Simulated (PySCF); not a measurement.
1-chlorobuta-1,2-diene (C4H5Cl), SMILES CC=C=CCl.

Coordinates come from a B3LYP-D3(BJ)/def2-SVP optimisation.

The numbers are results of PBE/def2-TZVP (PySCF), not measurements.

### Question
Estimate the frontier levels, gap, dipole moment and polarisability. (The exact figures need the calculation; the answer reports its results.)

### Answer

The highest occupied level comes out as -6.06 eV, the lowest empty level is -1.60 eV and the orbital gap is 4.46 eV. The dipole moment is 2.17 D and the quadrupole, principal values (traceless, Buckingham form, about the centre of nuclear charge) is -2.12, -1.79, 3.92 D·Å. The mean static polarisability is 67.0 bohr³ (9.93 Å³) and the polarisability, principal values comes out as 45.0, 49.0, 106.9 bohr³.
